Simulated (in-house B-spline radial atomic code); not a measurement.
Results of a calculation; reference values are marked as such.
# Ghost states of the separable form: Fe

Fe, [Ar] 3d6 4s2, non-relativistic PBE, spherical and spin-unpolarised, from an all-electron radial atomic-structure program (B-spline basis) (atomic units; all potentials screened as in the neutral atom).

Troullier-Martins channels: 4s (ε = -0.1911, r_c = 2.086 bohr), 3d (ε = -0.2858, r_c = 1.888 bohr). In the Kleinman-Bylander form one channel serves as the local potential, and each other channel l becomes |δV u><u δV|/<u|δV|u>, with δV = V_l − V_local and u the pseudo-orbital. Its strength is E_KB = <u|δV²|u>/<u|δV|u>. By the analysis of Gonze, Stumpf and Scheffler a spurious state lies below the reference level ε if E_KB > 0 and ε is above the second level of the local potential alone, or if E_KB < 0 and ε is above its first. The table's levels are those of angular momentum l in a sphere of 9 bohr, whose wall can lift a shallow ε a little above its free-atom value.

```tsv
local	channel	<u δV u>	<u δV² u>	ε	first local level	second local level
s	d	-5.714	56.876	-0.2858	0.0979	0.3355
d	s	0.1758	1.1173	-0.1906	-8.5812	-0.8164
```

Question: Apply the rule to each row.

Answer: Local s, channel d: E_KB = -9.95, so ε = -0.2858 is set against 0.0979: no ghost. Local d, channel s: E_KB = +6.36, so ε = -0.1906 is set against -0.8164: a ghost.

Diagonalising the separable Hamiltonian gives:

```
local  channel       three lowest levels  all-electron, two lowest valence levels
    s        d   -0.2858, 0.1122, 0.3807                          -0.2858, 0.1102
    d        s  -4.7566, -0.1906, 0.0906                          -0.1906, 0.0910
```

Question: Which choices of local channel are safe?

Answer: Free of ghosts: s. With d local the s channel has a ghost 4.57 hartree below ε, since the local potential binds more than one state below ε, and a repulsive term of rank one raises each level at most to the next, so it clears only one of them. Among the safe choices the second level, which tests transfer, is off by at most 2.0 millihartree (s local).
